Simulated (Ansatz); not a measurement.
Cost and result for the atomization energy of C4H5F3O2 (`CCOC(=O)C(F)(F)F`) (14 atoms, 13 bonds).

```xyz
14

C     1.457   -1.381   -0.560
C     0.569   -0.373   -1.245
O    -0.571   -0.045   -0.424
C    -0.388    0.889    0.488
O     0.607    1.511    0.706
C    -1.697    1.091    1.284
F    -1.543    2.039    2.193
F    -2.042   -0.039    1.904
F    -2.694    1.441    0.471
H     1.894   -0.963    0.348
H     0.896   -2.281   -0.303
H     2.271   -1.663   -1.231
H     0.132   -0.774   -2.159
H     1.107    0.548   -1.473
```

Charge 0, multiplicity 1. All single points use the PBE0-D4/def2-TZVP geometry. It is one conformer, not always the lowest. Program: Ansatz. All runs use 2 threads of an AMD EPYC 7R13 on a shared host and a share of an NVIDIA H100 80 GB. Times are those of one run each, without the atoms' runs, and a repeat can differ threefold. Electronic energies, without spin–orbit coupling; frozen cores. CCSD(T)/CBS adds CCSD(T) − MP2 in def2-TZVPP to the MP2 limit, and its time is that of the two runs behind it. T1 = 0.014. HSE06 is the plane-wave form, built on full-range PBE exchange.

CCSD(T)/CBS is a level of theory with its own doubt, some kJ/mol a heavy atom from the limit and from the frozen cores, so smaller differences don't rank the functionals.

| level | functions | wall time | atomization (kJ/mol) | difference from CCSD(T)/CBS | per bond |
| --- | --- | --- | --- | --- | --- |
| HSE06-D4/def2-TZVPP | 349 | 1.8 s | 5981.9 | 60.5 | 4.7 |
| r2SCANh-D4/def2-TZVPP | 349 | 1.9 s | 5909.0 | -12.4 | -1.0 |
| LDA (SPW92)/def2-TZVPP | 349 | 1.9 s | 7084.1 | 1162.7 | 89.4 |
| revPBE-D4/def2-TZVPP | 349 | 1.9 s | 5969.6 | 48.2 | 3.7 |
| PBE0-D4/def2-TZVPP | 349 | 2.4 s | 5975.4 | 54.0 | 4.2 |
| ωB97X-V/def2-TZVPP | 349 | 2.5 s | 5951.6 | 30.2 | 2.3 |
| CCSD(T)/def2-SVP | 151 | 3.1 s | 5668.0 | -253.4 | -19.5 |
| r2SCAN-D4/def2-TZVPP (with forces) | 349 | 3.2 s | 5977.3 | 55.9 | 4.3 |
| PBE-QIDH/def2-TZVPP | 349 | 3.4 s | 5901.4 | -20.0 | -1.5 |
| ωB97M-V/def2-TZVPP (with forces) | 349 | 4.3 s | 5955.5 | 34.1 | 2.6 |
| MP2/def2-QZVPP | 663 | 4.6 s | 6067.9 | 146.5 | 11.3 |
| CCSD(T)/def2-TZVPP | 349 | 12 s | 5764.2 | -157.2 | -12.1 |
| CCSD(T)/CBS(def2) | – | 17 s | 5921.4 | 0.0 | 0.0 |

The D4 term adds +44.3 kJ/mol with B3LYP and +23.6 kJ/mol with PBE0; it sums over pairs of atoms, weighted by their polarisabilities, and B3LYP, whose exchange is more repulsive, gets the larger term. From r2SCAN to r2SCAN0 (25 % exact exchange), in def2-TZVPP and without D4, the atomization energy moves by −167.3 kJ/mol: exact exchange takes away binding that semilocal exchange gives to molecules. Leaving LDA and LC-ωPBE aside and taking each functional with its dispersion term where it has one, the values, not all of them listed here, spread over 553.5 kJ/mol, from BHLYP-D4 to PBE-D4. LDA lies +931.3 kJ/mol from PBE without D4, its usual overbinding.

B3LYP here is the variant with VWN-RPA as its local correlation; programs differ in this.
